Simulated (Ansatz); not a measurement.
Consider the formal exchange of groups at the Si–N bond: `F[SiH2]N[SiH3]` + `[F][GeH2][Cl]` → `F[SiH2][GeH]([F])[Cl]` + `N[SiH3]`.

Isolated molecules relaxed with PBE0-D4/def2-TZVP in Ansatz; ΔE leaves out vibrations. CCSD(T)/CBS is the MP2 limit (def2-TZVPP, def2-QZVPP) plus CCSD(T) − MP2 in def2-TZVPP, frozen cores. This one scheme is used for every species. Functionals use def2-TZVPP. B3LYP here is the variant with VWN-RPA as its local correlation; programs differ in this. For Ge outer-core shells are correlated without core-valence functions, which leaves a few kJ/mol of doubt a bond. Scalar relativity is left out up to krypton. One conformer a species, not always the lowest.

```tsv
level	ΔE (kJ/mol)	difference from CCSD(T)/CBS
PBE-D4	61.9	-19.8
r2SCAN-D4	75.4	-6.3
PBE0-D4	69.8	-11.9
B3LYP-D4	74.3	-7.4
ωB97X-V	79.1	-2.6
ωB97M-V	82.2	0.5
B2PLYP	80.9	-0.8
PBE	61.5	-20.2
r2SCAN	75.4	-6.3
PBE0	69.7	-12.0
B3LYP	73.7	-8.0
HF/def2-TZVPP	93.2	11.5
MP2/def2-TZVPP	89.2	7.5
SCS-MP2/def2-TZVPP	89.4	7.7
CCSD/def2-TZVPP	85.2	3.5
CCSD(T)/def2-TZVPP	84.2	2.5
HF/def2-QZVPP	94.6	12.9
MP2/def2-QZVPP	88.3	6.6
SCS-MP2/def2-QZVPP	88.9	7.2
HF/CBS(def2)	94.8	13.1
MP2/CBS(def2)	86.8	5.1
CCSD/CBS(def2)	82.7	1.0
CCSD(T)/CBS	81.7	0
```

Largest T1 diagnostic among the species: 0.012.

From PBE to PBE0 (25 % exact exchange), in def2-TZVPP and without D4, ΔE moves by +8.2 kJ/mol. In def2-TZVPP, CCSD(T) changes the Hartree–Fock value by −9.0 kJ/mol (the triples alone add −1.0 kJ/mol) and MP2 by −4.0 kJ/mol.
